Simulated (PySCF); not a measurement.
Species: C₅H₈F₂.
Numbering: `[CH3:1]/[C:2](=[CH:3]/[CH2:4][F:5])[CH2:6][F:7]` (hydrogens: H8, H9, H10 on C1; H11 on C3; H12, H13 on C4; H14, H15 on C6)

Jobs on this species (15 atoms, 56 electrons) with PySCF (density fitting). Hardware of each: one thread, x86-64 server, shared host. Other jobs ran on the host; a repeat could differ by tens of per cent or more.

```csv
level and settings,work,basis functions,SCF cycles,wall time
PBE0/def2-SVPD,"6 singlets by full TDDFT, polarisability, dynamic polarisability",210,?,?
"PBE0/pcSseg-1, IEF-PCM water",shieldings,159,13,12 s
"PBE0-D3(BJ)/def2-SVP, grid level 1",geometry optimisation from a GFN2-xTB start,138,41,32 s
"PBE0/pcSseg-1, IEF-PCM tetrahydrofuran","shieldings, charges and field gradients",159,13,14 s
"PBE0/def2-SVPD, IEF-PCM tetrahydrofuran","6 singlets by full TDDFT, polarisability",210,13,20 s
"PBE0/def2-SVPD, IEF-PCM water","6 singlets by full TDDFT, polarisability",210,13,21 s
BHandHLYP/aug-pcX-1 (pcseg-1 on H),"K-edge TDA, 36 lines",271,13,23 s
```

Task: Fill in the missing figures.

Result: 
- PBE0/def2-SVPD; 6 singlets by full TDDFT, polarisability, dynamic polarisability: 24 s, 14 SCF cycles

Task: What do all jobs in the table cost together?

Result: About 2.4 min; the longest takes about 22 % of that, and about 2.7 times as long as the shortest.
